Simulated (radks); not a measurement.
Neutral silicon, configuration [Ne] 3s2 3p2. All-electron calculation, Dirac Kohn-Sham, exchange-only B88, spin-unpolarised, spherical densities, finite nucleus; open shells fill j = l - 1/2 first; Fermi nuclear charge, rms radius 3.1224 fm. Program: a radial shooting solver on a logarithmic mesh with Libxc functionals.

Normalised radial functions P(r) = r R(r) (large component), r in bohr:

```
   r/bohr * 1s1/2, o 2s1/2, + 2p1/2 (the largest magnitude, 2.69, reaches the edge; | marks zero, & curves that meet)
 0.006724                             + o   *
 0.007642                             + o    *
 0.008686                             + o     *
 0.009793                             + o      *
  0.01113                             +  o      *
  0.01265                             +  o       *
  0.01438                             +  o        *
  0.01634                             +   o        *
  0.01843                             +   o          *
  0.02094                             +   o           *
   0.0238                             +    o           *
  0.02705                             |+   o             *
   0.0305                             |+   o              *
  0.03466                             |+    o               *
   0.0394                             |+    o                *
  0.04478                             |+    o                 *
  0.05089                             | +   o                   *
  0.05738                             | +   o                   *
  0.06522                             | +   o                    *
  0.07412                             |  +  o                    *
  0.08424                             |   + o                    *
  0.09575                             |   +o                    *
    0.108                             |   o+                   *
   0.1227                             |  o  +                *
   0.1395                             |o     +             *
   0.1585                            o|       +         *
   0.1801                          o  |        +      *
   0.2031                        o    |         +  *
   0.2308                      o      |         *+
   0.2624                    o        |       *   +
   0.2982                  o          |    *      +
   0.3389                 o           |   *        +
   0.3821                o            | *          +
   0.4343               o             |*           +
   0.4936               o             |*          +
    0.561                o            *           +
   0.6376                 o           *          +
   0.7189                   o         *        +
   0.8171                     o       *       +
   0.9286                      o      *     +
    1.055                        o    *    +
      1.2                          o  *  +
    1.353                           o * +
    1.537                            o* +
    1.747                            o*+
    1.986                             &+
    2.239                             &
    2.545                             &
    2.892                             &
    3.287                             &
    3.736                             &
    4.212                             &
    4.787                             &
    5.441                             &
    6.184                             &
    7.028                             &
    7.925                             &
    9.007                             &
    10.24                             &
```

1s1/2: eigenvalue -1786.1 eV, 0 radial nodes, <r> = 0.111 bohr, 90 % of the charge inside 0.199 bohr. 2s1/2: eigenvalue -138.38 eV, 1 radial node at r = 0.152 bohr, <r> = 0.569 bohr, 90 % of the charge inside 0.897 bohr. 2p1/2: eigenvalue -95.043 eV, 0 radial nodes, <r> = 0.536 bohr, 90 % of the charge inside 0.903 bohr.
